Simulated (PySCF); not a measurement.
Excitations are Tamm–Dancoff values on a coarser integration grid. The basis has no diffuse functions, so Rydberg states are missing or too high.

Z-matrix (Å, degrees):
```
Si
F 1 1.6066
H 1 1.4799 2 109.64
Si 1 2.3018 3 114.18 2 146.00
H 4 1.4807 1 121.23 3 -10.32
H 4 1.4811 5 112.82 1 148.14
Si 1 2.3030 3 113.88 2 -146.08
H 7 1.4808 1 120.58 3 9.59
H 7 1.4809 8 112.78 1 -148.46
```
Charge 0, multiplicity 1.

Question: Estimate the total energy, S1–T1 gap (TDA), LUMO, dipole moment and S1 excitation (TDA) that ωB97X-D3(BJ)/def2-TZVP (PySCF) returns for this input.

Answer: 
```
Item                        Value
-------------------  ------------
total energy         -971.5000 Ha
S1–T1 gap (TDA)           0.62 eV
LUMO                      0.39 eV
dipole moment              1.31 D
S1 excitation (TDA)       4.12 eV
```
